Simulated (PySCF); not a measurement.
A calculated (PBE0, PySCF 2.14, x2c-SVPall, scalar relativity by spin-free X2C-1e) atom or ion has these occupied shells.

```json
{"shell": "1s α", "electrons": "1", "orbital energy (eV)": "-20918.7", "rms radius, mean of both spins (bohr)": "0.0394"}
{"shell": "1s β", "electrons": "1", "orbital energy (eV)": "-20918.7", "rms radius, mean of both spins (bohr)": "0.0394"}
{"shell": "2s α", "electrons": "1", "orbital energy (eV)": "-3009.4", "rms radius, mean of both spins (bohr)": "0.162"}
{"shell": "2s β", "electrons": "1", "orbital energy (eV)": "-3008.6", "rms radius, mean of both spins (bohr)": "0.162"}
{"shell": "2p α", "electrons": "3", "orbital energy (eV)": "-2693.8", "rms radius, mean of both spins (bohr)": "0.144"}
{"shell": "2p β", "electrons": "3", "orbital energy (eV)": "-2693.2", "rms radius, mean of both spins (bohr)": "0.144"}
{"shell": "3s α", "electrons": "1", "orbital energy (eV)": "-539.16", "rms radius, mean of both spins (bohr)": "0.443"}
{"shell": "3s β", "electrons": "1", "orbital energy (eV)": "-538.69", "rms radius, mean of both spins (bohr)": "0.443"}
{"shell": "3p α", "electrons": "3", "orbital energy (eV)": "-434.61", "rms radius, mean of both spins (bohr)": "0.449"}
{"shell": "3p β", "electrons": "3", "orbital energy (eV)": "-434.10", "rms radius, mean of both spins (bohr)": "0.449"}
{"shell": "3d α", "electrons": "5", "orbital energy (eV)": "-265.14", "rms radius, mean of both spins (bohr)": "0.437"}
{"shell": "3d β", "electrons": "5", "orbital energy (eV)": "-264.26", "rms radius, mean of both spins (bohr)": "0.437"}
{"shell": "4s α", "electrons": "1", "orbital energy (eV)": "-87.146", "rms radius, mean of both spins (bohr)": "1.13"}
{"shell": "4s β", "electrons": "1", "orbital energy (eV)": "-82.853", "rms radius, mean of both spins (bohr)": "1.13"}
{"shell": "4p α", "electrons": "3", "orbital energy (eV)": "-58.103", "rms radius, mean of both spins (bohr)": "1.26"}
{"shell": "4p β", "electrons": "3", "orbital energy (eV)": "-53.103", "rms radius, mean of both spins (bohr)": "1.26"}
{"shell": "4d α", "electrons": "5", "orbital energy (eV)": "-17.302", "rms radius, mean of both spins (bohr)": "1.80"}
{"shell": "5s α", "electrons": "1", "orbital energy (eV)": "-12.800", "rms radius, mean of both spins (bohr)": "3.28"}
```

(1) Name the element and its charge.

Answers

(1) Tc+ (technetium, charge +1), in [Kr] 4d5 5s1, high-spin 7S determinant.
